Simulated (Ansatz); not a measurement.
Reaction (cleavage of the Si–Ge bond): `[F][GeH2][SiH2][SiH3]` + `O[SiH2]O` → `O[SiH2]O[SiH2][SiH3]` + `[F][GeH3]`

Computed with Ansatz on PBE0-D4/def2-TZVP structures; ΔE is electronic, products minus reactants. CCSD(T)/CBS is the MP2 limit (def2-TZVPP, def2-QZVPP) plus CCSD(T) − MP2 in def2-TZVPP, frozen cores. DFT in def2-TZVPP. B3LYP here is the variant with VWN-RPA as its local correlation; programs differ in this. For Ge outer-core shells are correlated without core-valence functions, which leaves a few kJ/mol of doubt a bond. Scalar relativity is left out up to krypton. Each species was taken in one conformer, which may not be the lowest.

`[F][GeH2][SiH2][SiH3]`:

```xyz
11

F    -1.964   -0.483   -1.507
Ge   -0.251   -0.452   -1.879
Si    0.860   -0.549    0.229
Si   -0.256    0.853    1.731
H    -0.018   -1.650   -2.818
H    -0.026    0.870   -2.636
H     2.267   -0.104    0.023
H     0.874   -1.957    0.711
H     0.486    0.926    3.018
H    -0.348    2.217    1.148
H    -1.623    0.329    1.979
```

`O[SiH2]O`:

Cartesian coordinates in Å:
```
O 0.750 0.012 1.241
Si 0.277 0.035 -0.331
O -1.348 -0.087 -0.528
H 0.488 0.748 1.797
H 0.617 1.322 -0.980
H 0.985 -1.120 -0.931
H -1.768 -0.909 -0.269
```

`O[SiH2]O[SiH2][SiH3]`:

Cartesian coordinates in Å:
```
O -0.947 -2.557 -0.140
Si -1.592 -1.067 -0.357
O -1.030 0.017 0.725
Si 0.315 0.866 1.143
Si 1.710 1.256 -0.704
H -1.220 -3.064 0.626
H -1.181 -0.670 -1.723
H -3.064 -1.095 -0.188
H 1.065 0.116 2.188
H -0.127 2.158 1.733
H 2.907 2.017 -0.251
H 1.004 2.051 -1.745
H 2.159 -0.028 -1.307
```

`[F][GeH3]`:

Z-matrix (Å, degrees):
```
Ge
F 1 1.742
H 1 1.533 2 106.2
H 1 1.533 2 106.3 3 120.0
H 1 1.533 2 106.2 3 -120.0
```

| level | ΔE (kcal/mol) |
| --- | --- |
| PBE-D4 | -12.8 |
| PBE0-D4 | -14.7 |
| B3LYP-D4 | -18.3 |
| MP2/def2-TZVPP | -18.8 |
| CCSD(T)/def2-TZVPP | -18.0 |
| HF/def2-QZVPP | -24.8 |
| SCS-MP2/def2-QZVPP | -20.4 |
| MP2/CBS(def2) | -18.5 |

Q: What does CCSD(T)/CBS give? (Best estimate.)

A: Ansatz gave: -17.7 kcal/mol. The listed levels differ from it by 4.9, 3.0, -0.6, -1.1, -0.3, -7.1, -2.7, -0.8 kcal/mol.

Largest T1 diagnostic among the species: 0.013.

In def2-TZVPP, CCSD(T) changes the Hartree–Fock value by +6.0 kcal/mol (the triples alone add +0.8 kcal/mol) and MP2 by +5.2 kcal/mol. From PBE to PBE0 (25 % exact exchange), in def2-TZVPP and without D4, ΔE moves by −1.9 kcal/mol.
